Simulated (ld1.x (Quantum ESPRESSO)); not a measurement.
The numbers below are computed, except where a source is named.
## Potentials for sulfur compared

Generated with ld1.x 7.5 (TM, RRKJ, ultrasoft, PAW), atompaw 4.2 or ONCVPSP 4.0.1. The cutoff is in Ry: for ld1.x and atompaw files where the sum of valence levels is converged to 10 mRy in a Bessel basis, for ONCV files where the hardest occupied wave has 1 mHa per electron of residual kinetic energy. The error is the largest all-electron minus pseudo excitation energy over each file’s own four to seven test configurations (ionisations up to +4, promotions, holes and added fractions of an electron), all of which were solved. The labels leave out finer settings (local radius, basis sizes, second energies), which also bear on the numbers. Spin-polarised tests are not counted. The rows are a selection from randomly drawn settings: files with unsolved tests, undetermined cutoffs or missed reference levels are left out.

A true bound ghost makes a file unfit for plane-wave use even where its test errors are small: the radial tests pick states by their node count and pass the ghost by.

```csv
potential,cutoff (Ry),largest error (meV),bound ghosts
"TM, PBE, non-relativistic, rc 1.00/1.35 (sp), local smoothed, core correction yes, reference 3s2 3p4",80,+271,none
"TM, PBE, fully relativistic, rc 1.04/1.30/1.20 (spd), local p, core correction no, reference 3s2 3p4",80,+296,none
"ultrasoft, LDA (PZ), scalar-relativistic, rc 1.20/2.00/1.60 (spd), local smoothed, core correction no, reference 3s2 3p4",25,+364,none
"TM, PBE, scalar-relativistic, rc 1.30/1.50 (sp), local s, core correction yes, reference 3s2 3p4",40,+195,none
```

Task: Fill in the row for S: ultrasoft, PBE, non-relativistic, rc 1.35/1.35 (sp), local smoothed, core correction yes, reference 3s1.5 3p4.5.

Result: cutoff 18 Ry, largest error +1.9 meV, bound ghosts: none.

Task: Fill in the row for S: ultrasoft, PBE, scalar-relativistic, rc 1.65/1.10/1.65 (spd), local smoothed, core correction yes, reference 3s2 3p4.

Result: cutoff 45 Ry, largest error +4.1 meV, bound ghosts: p.

Task: Fill in the row for S: ultrasoft, LDA (PZ), non-relativistic, rc 1.55/1.70/1.85 (spd), local smoothed, core correction no, reference 3s2 3p2.5.

Result: cutoff 18 Ry, largest error +54 meV, bound ghosts: none.
